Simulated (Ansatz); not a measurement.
`NC1(F)BO1` + H₂ → `FC1BO1` + NH₃ at 500 K and 1 bar (hydrogenolysis of a C–N bond).

Gas-phase electronic energies from Ansatz, PBE0-D4/def2-TZVP geometries. CCSD(T)/CBS adds triple-zeta CCSD(T) − MP2 to the extrapolated MP2 energy (def2 sets, frozen cores). This one scheme is used for every species. Each species was taken in one conformer, which may not be the lowest.

```
    species  CCSD(T)/CBS energy (Eh)  H − E (kJ/mol)  S (J/(mol·K))
`NC1(F)BO1`               -294.30298           171.3          344.0
         H₂                 -1.17544            41.0          145.5
   `FC1BO1`               -238.98850           118.6          302.5
        NH₃                -56.50880           108.2          211.8
```

H − E and S are ideal-gas, rigid-rotor, harmonic terms from PBE0-D4/def2-TZVP, for one conformer and one mirror image of each species. The MP2-based limit puts H₂ 0.8 mEh under its directly extrapolated value; such offsets cancel only in part. 1 Eh = 2625.50 kJ/mol, R = 8.31446 J/(mol·K).

By hand: ΔE, ΔH, ΔS and ΔG.

ΔE = (-238.98850) + (-56.50880) − (-294.30298) − (-1.17544) = -0.01888 Eh = -49.6 kJ/mol. Δ(H − E) = 118.6 + 108.2 − 171.3 − 41.0 = 14.5, so ΔH = -35.1 kJ/mol. ΔS = 302.5 + 211.8 − 344.0 − 145.5 = 24.8 J/(mol·K). ΔG = -35.1 − 500 × (24.8)/1000 = -47.5 kJ/mol.

By hand: the equilibrium constant, and the temperature at which ΔG would vanish if ΔH and ΔS stayed fixed.

log₁₀ K = −ΔG/(RT ln 10) = 5.0. ΔH and −TΔS have one sign here, so there is no such temperature.

TΔS isn't small against ΔH here. A doubt of 5 kJ/mol in ΔE shifts log₁₀ K by 0.5 here. Other conformers and mirror images would add mixing entropy, several J/(mol·K) or more a flexible species. These are equilibria of isolated gas molecules and say nothing of rates. Largest T1 diagnostic: 0.016 (customary marks: 0.02 for closed shells, 0.045 for open ones).
